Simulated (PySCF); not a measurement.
Work out the structure from these simulated measurements.

Formula: CH4B3NO3.

- Dipole: 2.38 D [B3LYP/def2-SVPD]
- Triplet: lowest triplet excitation (Tamm–Dancoff): 3.65 eV [TDA B3LYP/def2-SVPD]
- UV, strongest line: among the 10 lowest singlet transitions: S5 at 6.97 eV (178 nm, f = 0.182) [TDDFT B3LYP/def2-SVPD]
- 1H NMR: chemical shifts (computed TMS as zero) by class: 8.29 (1 H), 8.10 (1 H), 4.58 (2 H) ppm [GIAO PBE0/pcSseg-1]
- Rotational structure: rotational constants A, B, C: 5.544, 1.507, 1.209 GHz [PBE0-D3(BJ)/def2-SVP]
- Couplings: largest of the computed one-bond spin–spin couplings (means over like bonds): 11B–1H +196.1 (×2), 13C–1H +188.0, 13C–1H +176.5, 15N–11B -48.5, 15N–13C -24.1, 17O–11B -12.7 (×2), 17O–11B -1.0 (×2), 17O–11B +0.4 (×2) Hz [B3LYP/pcJ-1, spin–dipole term left out for some pairs]
- 13C NMR: chemical shifts (computed TMS as zero) by class: 160.8 (1 C) ppm [GIAO PBE0/pcSseg-1]

The electronic properties come from PySCF, for the isolated species, density fitting. Levels stand in brackets. Geometry: PBE0-D3(BJ)/def2-SVP, one conformer, isolated molecule. Each NMR value is the plain mean over a class of atoms that symmetry, rotation or inversion makes alike.

**Question.** Give a SMILES that accounts for the data.

**Answer.** Numbering: `[CH2:1]=[N:2][B:3]1[O:4][BH:5][O:6][BH:7][O:8]1`. The one carbon: C=N carbon [C1] (160.8 ppm). Hydrogen classes from least to most shielded: 1 H on a C=N carbon, C1 (8.29 ppm), 1 H on a C=N carbon, C1 (8.10 ppm), 2 H on 2 three-coordinate borons, B5/B7 (4.58 ppm). The couplings run between: +196.1 Hz, three-coordinate boron [B5] and its hydrogen (with 1 like pair); +188.0 Hz, C=N carbon [C1] and its hydrogen; +176.5 Hz, C=N carbon [C1] and its hydrogen; -48.5 Hz, C=N nitrogen [N2] and three-coordinate boron [B3]; -24.1 Hz, C=N nitrogen [N2] and C=N carbon [C1]; -12.7 Hz, boron-bound oxygen [O4] and three-coordinate boron [B3] (with 1 like pair); -1.0 Hz, boron-bound oxygen [O4] and three-coordinate boron [B5] (with 1 like pair); +0.4 Hz, boron-bound oxygen [O6] and three-coordinate boron [B5] (with 1 like pair). The optimised geometry has point group Cs and is an asymmetric top. Structure: `C=NB1OBOBO1`. Computed isomers that give other values at the same levels: `[H]/N=C/B1OBOBO1` (13C chemical shifts (computed TMS as zero) by class: 187.0 (1 C) ppm). The assignments are read from this structure; whether some other isomer fits the data as well wasn't checked.

The values belong to the conformer `[CH2:1]=[N:2][B:3]1[O:4][BH:5][O:6][BH:7][O:8]1`: C1–N2–B3–O4 92°.
